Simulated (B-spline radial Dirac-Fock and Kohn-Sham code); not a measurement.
# X-ray form factors of neodymium in several charge states

These are calculated numbers from a radial finite-basis atomic code; the model is relativistic Hartree-Fock (Dirac-Fock) wave functions, averaged over the configuration.

Configurations: Nd²⁶⁺ [Ar] 3d10 4s2 4p4; Nd²⁷⁺ [Ar] 3d10 4s2 4p3; Nd²⁸⁺ [Ar] 3d10 4s2 4p2; Nd²⁹⁺ [Ar] 3d10 4s2 4p1. The first column is f₀ of Nd²⁶⁺, the others are differences from it.

```
s (Å⁻¹)   Nd²⁶⁺  Δ Nd²⁷⁺  Δ Nd²⁸⁺  Δ Nd²⁹⁺
      0  34.000   -1.000   -2.000   -3.000
   0.05  33.936   -0.993   -1.986   -2.979
    0.1  33.744   -0.971   -1.944   -2.917
   0.15  33.430   -0.937   -1.875   -2.815
    0.2  33.000   -0.890   -1.782   -2.678
   0.25  32.463   -0.832   -1.669   -2.510
    0.3  31.832   -0.766   -1.538   -2.316
   0.35  31.118   -0.693   -1.394   -2.103
    0.4  30.336   -0.616   -1.242   -1.876
   0.45  29.500   -0.537   -1.085   -1.643
    0.5  28.624   -0.458   -0.928   -1.410
    0.6  26.806   -0.309   -0.630   -0.964
    0.7  24.977   -0.180   -0.372   -0.576
    0.8  23.212   -0.079   -0.169   -0.269
    0.9  21.556   -0.009   -0.026   -0.051
      1  20.032   +0.032   +0.059   +0.081
    1.1  18.643   +0.049   +0.096   +0.141
    1.2  17.381   +0.049   +0.097   +0.147
    1.4  15.166   +0.020   +0.042   +0.067
    1.6  13.264   -0.015   -0.028   -0.039
```
